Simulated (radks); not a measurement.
All-electron atom: Sn27+ in [Ne] 3p6 3d5 4s2 (not the ground configuration). Method: scalar-relativistic Kohn-Sham, revPBE, spin-polarised, spherical densities, finite nucleus; open shells are filled with parallel spins first (spin-orbit coupling, left out, can overturn this in heavy ions); Fermi nuclear charge, rms radius 4.6519 fm; computed with a radial shooting solver on a logarithmic mesh with Libxc functionals.

Normalised radial functions P(r) = r R(r), r in bohr:

```
   r/bohr * 3p up, o 3d up (the largest magnitude, 1.99, reaches the edge; | marks zero, & curves that meet)
 0.002327                             &
 0.002958                             &
 0.003791                             &
 0.004819                             o*
 0.006127                             o*
 0.007788                             o*
 0.009901                             o *
  0.01259                             o  *
    0.016                             o   *
  0.02034                             o     *
  0.02586                             |o      *
  0.03287                             |o        *
  0.04179                             | o          *
  0.05355                             |   o          *
  0.06808                             |     o         *
  0.08654                             |         o   *
     0.11                             |       *      o
   0.1399                           * |                   o
   0.1778               *             |                       o
    0.226      *                      |                          o
   0.2873  *                          |                        o
   0.3653      *                      |                   o
   0.4643              *              |           o
    0.595                      *      |     o
   0.7564                           * | o
   0.9616                             &
    1.222                             &
    1.554                             &
    1.976                             &
```

3p up: eigenvalue -1732.0 eV, 1 radial node at r = 0.133 bohr, <r> = 0.311 bohr, 90 % of the charge inside 0.463 bohr. 3d up: eigenvalue -1534.9 eV, 0 radial nodes, <r> = 0.280 bohr, 90 % of the charge inside 0.431 bohr.
